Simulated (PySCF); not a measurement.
CH₄BeO. Atoms are numbered in the order given.

```xyz
7

Be    -0.0884    -0.0432     0.0927
C      0.9710     0.5394    -1.0824
H      1.9230     0.0002    -1.0623
H      1.2014     1.5989    -0.9383
H      0.5640     0.4317    -2.0919
O     -0.9227    -0.5918     1.0965
H     -1.7791    -0.3600     1.4439
```
Charge 0, spin multiplicity 1.

Geometry: B3LYP-D3(BJ)/def2-TZVP. Other conformers were not sampled.

Level of theory: PySCF with KT2/pcSseg-2.

GIAO shieldings, no solvent; atoms alike by connectivity are averaged. δ = σ(ref) − σ: ¹³C against TMS (σ = 184.2 ppm); ¹H against TMS (σ = 31.47 ppm); ¹⁷O against H2O (σ = 324.0 ppm), references at their B3LYP-D3(BJ)/def2-TZVP geometries, non-relativistic.

```csv
nucleus,atoms,count,δ (ppm)
¹³C,C2,1,-23.6
¹H,H7,1,1.87
¹H,"H3, H4, H5",3,-0.81
¹⁷O,O6,1,41.7
```
